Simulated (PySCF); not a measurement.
Al(Cl)(Me)(OH) (CH₄AlClO), SMILES [CH3][Al]([OH])[Cl].

Coordinates come from a r2SCAN-D4/def2-SVP optimisation. Other conformers were not sampled.

Method: HF/def2-TZVP (PySCF).

```yaml
total_energy: -816.69612 hartree
point_group: Cs
highest_occupied_level: -11.91 eV
lowest_empty_level: 2.41 eV
orbital_gap: 14.31 eV
dipole_moment: 0.70 D
quadrupole, principal values (traceless, Buckingham form, about the centre of nuclear charge): -9.94, 4.96, 4.98 D·Å
mean_static_polarisability: 45.8 bohr³ (6.79 Å³)
polarisability_principal_values: 38.3, 46.1, 53.1 bohr³
```
